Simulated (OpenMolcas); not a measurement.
**Eu3+ in Cs2NaYCl6: curves along the breathing mode**

Eu3+ with its 6 nearest chloride ions, on the Y site of Cs2NaYCl6 (a = 10.7396 Å, distance in the model lattice 2.619 Å). The rest of the host is ab initio model potentials to 7.6 Å, with orthogonalisation functions on the cations behind the ligands, and point charges beyond; the distance is set by hand and nothing relaxes. Ligand basis ANO-RCC-VDZP.

```
Program             : OpenMolcas 26.06
Method              : CASSCF
Basis               : ANO-RCC-VDZP [7s6p4d2f1g]
Scalar Hamiltonian  : DKH2, point nucleus
Active space        : 6 electrons in 7 orbitals (4f)
State averaging     : 2S+1 = 7 even, 7 roots; 2S+1 = 5 even, 77 roots kept (CI in the orbitals of an earlier block); 2S+1 = 3 even, 3 roots kept (CI in the orbitals of an earlier block)
Spin-orbit coupling : state interaction with AMFI integrals over the reference wave functions
```

Spin-free energies (labels of O, the rotations of Oh) in cm-1 above the lowest fitted minimum, as all ligands move together:

| R (Å) | 7T1 | 7A2 | 7T2 | 5T2 | 5E | 5T2(2) | 5E(2) |
| --- | --- | --- | --- | --- | --- | --- | --- |
| 2.5 | 7410 | 7890 | 7950 | 31640 | 31770 | 34880 | 34900 |
| 2.559 | 2430 | 2820 | 2890 | 26670 | 26790 | 29950 | 29970 |
| 2.617 | 230 | 560 | 630 | 24490 | 24590 | 27800 | 27810 |
| 2.676 | 390 | 650 | 730 | 24640 | 24730 | 27980 | 27990 |
| 2.735 | 2650 | 2860 | 2950 | 26920 | 26990 | 30270 | 30290 |
| 2.794 | 6820 | 6990 | 7080 | 31090 | 31150 | 34470 | 34480 |
| 2.853 | 12750 | 12880 | 12980 | 37020 | 37080 | 40410 | 40420 |

Cubic fits give the following; the wavenumber is harmonic, with the mass of all moving ligands, small differences in it between states hang on the degree of the fit, a number in brackets counts states of one label, and the table is a selection of at most 14 states with clean curves.

```json
{"State": "7T1", "R0 (Å)": "2.643", "Breathing mode (cm-1)": "324", "Minimum (cm-1)": "0"}
{"State": "7A2", "R0 (Å)": "2.645", "Breathing mode (cm-1)": "325", "Minimum (cm-1)": "290"}
{"State": "7T2", "R0 (Å)": "2.644", "Breathing mode (cm-1)": "325", "Minimum (cm-1)": "370"}
{"State": "5T2", "R0 (Å)": "2.643", "Breathing mode (cm-1)": "324", "Minimum (cm-1)": "24260"}
{"State": "5E", "R0 (Å)": "2.643", "Breathing mode (cm-1)": "324", "Minimum (cm-1)": "24350"}
{"State": "5T2(2)", "R0 (Å)": "2.642", "Breathing mode (cm-1)": "324", "Minimum (cm-1)": "27580"}
{"State": "5E(2)", "R0 (Å)": "2.642", "Breathing mode (cm-1)": "324", "Minimum (cm-1)": "27590"}
{"State": "5T1", "R0 (Å)": "2.642", "Breathing mode (cm-1)": "324", "Minimum (cm-1)": "27630"}
{"State": "5T2(3)", "R0 (Å)": "2.643", "Breathing mode (cm-1)": "324", "Minimum (cm-1)": "27810"}
{"State": "5E(3)", "R0 (Å)": "2.644", "Breathing mode (cm-1)": "324", "Minimum (cm-1)": "27940"}
{"State": "5T1(2)", "R0 (Å)": "2.644", "Breathing mode (cm-1)": "324", "Minimum (cm-1)": "27960"}
{"State": "5A1", "R0 (Å)": "2.644", "Breathing mode (cm-1)": "324", "Minimum (cm-1)": "27990"}
{"State": "5T1(3)", "R0 (Å)": "2.643", "Breathing mode (cm-1)": "324", "Minimum (cm-1)": "28980"}
{"State": "5T2(4)", "R0 (Å)": "2.644", "Breathing mode (cm-1)": "324", "Minimum (cm-1)": "29170"}
```

For an f ion spin-orbit coupling outweighs the ligand field, so these spin-free curves are not those of observable levels.

High states are left out of the spin-orbit mixing, which shifts the levels that they would mix with. Without dynamic correlation the ligand-field splitting of an f shell can come out too small, at times by half. No measured value stands beside these numbers.
